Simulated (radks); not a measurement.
Coulomb parameter of the 4d shell of the cadmium ion Cd3+ in the model configuration [Kr] 4d8 5s1, as a second difference U = [E(n + 0.5) + E(n - 0.5) - 2 E(n)] / (0.5)^2 with all orbitals relaxed. "Bare": the charge of the atom changes with n. "Screened": the 5s shell takes up the change at fixed total charge, which measures U(4d,4d) + U(5s,5s) - 2 U(4d,5s). All-electron calculation, scalar-relativistic Kohn-Sham, PBE, spin-unpolarised, spherical densities, point nucleus. Program: a radial shooting solver on a logarithmic mesh with Libxc functionals.

| case | configuration | E - E(n) (eV) |
|---|---|---|
| start | [Kr] 4d8 5s1 | 0.000 |
| bare +0.5 | [Kr] 4d8.5 5s1 | -23.227 |
| bare -0.5 | [Kr] 4d7.5 5s1 | 27.328 |
| screened +0.5 | [Kr] 4d8.5 5s0.5 | -7.772 |
| screened -0.5 | [Kr] 4d7.5 5s1.5 | 8.459 |

U(bare) = 16.403 eV, U(screened by 5s) = 2.746 eV, against the Slater integral F0(4d,4d) = 21.099 eV with frozen orbitals.
